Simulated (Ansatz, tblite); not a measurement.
Removing and adding an electron: SnHMe2F (C2H7FSn). Total charge 0; singlet. Geometry: PBE0-D4/def2-SVP. Ansatz, gas phase; energy differences of separate SCF runs; the oxidised species was run as a doublet alone; the reduced species was run as a doublet alone.

```xyz
11

Sn    0.2495    0.6547    0.3018
H    -0.0509    2.3458    0.2765
C     0.9690   -0.1191   -1.5582
H     0.2070    0.0062   -2.3413
H     1.1969   -1.1885   -1.4477
H     1.8817    0.4142   -1.8576
C    -1.3416   -0.4901    1.1584
H    -1.5803   -0.1099    2.1611
H    -1.0350   -1.5425    1.2361
H    -2.2393   -0.4238    0.5264
F     1.7430    0.4531    1.5445
```

In the def2 sets Sn takes a core potential; there is no spin–orbit coupling. The xTB rows come from tblite. HOMO above LUMO, or a gap near zero within one spin, warns that the state may not be the lowest or that an electron is smeared out.

Estimate orbital energies and vertical ionisation energies and electron affinities at: GFN1-xTB; GFN2-xTB; PBE-D4/def2-TZVP; PBE-D4/def2-TZVPD; r2SCAN-D4/def2-TZVP; r2SCAN-D4/def2-TZVPD; PBE0-D4/def2-TZVP; PBE0-D4/def2-TZVPD.


```
               level  −HOMO (eV)  vertical IE (eV)  −LUMO (eV)  vertical EA (eV)  HOMO–LUMO gap (eV)  IE − EA (eV)                                     remarks
            GFN1-xTB       12.13             15.12        6.69              3.79                5.44         11.34                                           –
            GFN2-xTB       11.42             14.32        6.10              3.21                5.32         11.11                                           –
    PBE-D4/def2-TZVP        7.02              9.96        0.86                 –                6.16             –  gap within one spin near zero (+1 doublet)
   PBE-D4/def2-TZVPD        7.06                 –        0.99             -0.68                6.07             –                HOMO above zero (-1 doublet)
 r2SCAN-D4/def2-TZVP        7.30             10.06        0.47                 –                6.83             –                                           –
r2SCAN-D4/def2-TZVPD        7.32                 –        0.55             -0.86                6.77             –                HOMO above zero (-1 doublet)
   PBE0-D4/def2-TZVP        8.30             10.28       -0.01                 –                8.32             –                                           –
  PBE0-D4/def2-TZVPD        8.32                 –        0.17             -0.83                8.16             –                HOMO above zero (-1 doublet)
```

   A HOMO above zero means that the electron is unbound at that level or that self-interaction error raises the level; the energy of removing that electron tells which. Raw xTB energy differences between charge states are shifted by several eV; the methods need an empirical correction for them. A negative affinity means that the extra electron isn't bound; its size then hangs on the basis.
